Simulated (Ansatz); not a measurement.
System: CH2NO, net charge -1, singlet state. It need not be the lowest isomer of its formula. Whether it binds its extra electron was not tested at this geometry. 
Coordinates optimised at B3LYP-D3(BJ)/def2-TZVP (Ansatz, a program for electronic structure):
```
N
H 1 1.0119
H 1 1.0310 2 113.63
C 1 1.4475 2 113.54 3 -133.11
O 4 1.2397 1 112.70 2 153.01
```
Charge -1, spin multiplicity 1.

Basis-set convergence of Hartree-Fock and MP2 correlation energies (hartree) with Ansatz. Cores are frozen in the correlated levels unless marked. No spin-orbit coupling. Non-relativistic. This anion needs diffuse functions, which these sets lack.

```csv
basis,functions,E(HF),"E(corr, MP2)"
cc-pVDZ,-,-168.27910,-0.48050
cc-pVTZ,118,-168.34227,-0.60952
cc-pVQZ,225,?,?
```

### Question
Some entries are withheld; supply them.

### Answer

- cc-pVQZ, E(HF): -168.36077
- cc-pVQZ, E(corr, MP2): -0.65715
